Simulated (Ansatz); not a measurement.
Stretching the Si1–F2 bond in F2Si (SMILES F[Si]F) (multiplicity 1 held, fragments rigid). Energies count from the point at 1.609 Å.
Geometry at that point (charge 0, multiplicity 1):
```xyz
3

Si     0.013     0.002     0.577
F      1.012    -0.703    -0.469
F     -1.032     0.700    -0.428
```

Signs of static correlation in cc-pV(T+d)Z, from Ansatz (an electronic-structure program) runs.

```
R (Å)  T1 of restricted CCSD  ⟨S²⟩ of UHF  largest double amplitude of restricted CCSD
-----  ---------------------  -----------  -------------------------------------------
1.287                  0.013        0.000                                        0.114
1.448                  0.014        0.000                                        0.115
1.609                  0.015        0.000                                        0.114
1.770                  0.016        0.000                                        0.111
1.931                  0.018        0.000                                        0.104
2.172                  0.021        0.000                                        0.082
2.414                  0.024        0.000                                        0.082
2.816                  0.035   (withheld)                                        0.102
3.218                  0.052        0.974                                   (withheld)
3.701                  0.095        1.016                                        0.278
4.344                  0.083        1.027                                        0.114
5.149                  0.058        1.029                                        0.109
```

**Question.** Fill in the missing entries.

**Answer.** 
- 2.816, ⟨S²⟩ of UHF: 0.822
- 3.218, largest double amplitude of restricted CCSD: 0.143

Doubts at one or more of the structures used: a restricted determinant that unrestricted orbitals would lower (R-CCSD(T)/cc-pV(T+d)Z); T1 above 0.05 (R-CCSD(T)/cc-pV(T+d)Z, U-CCSD(T)/cc-pV(T+d)Z); a spin-contaminated determinant (U-CCSD(T)/cc-pV(T+d)Z).
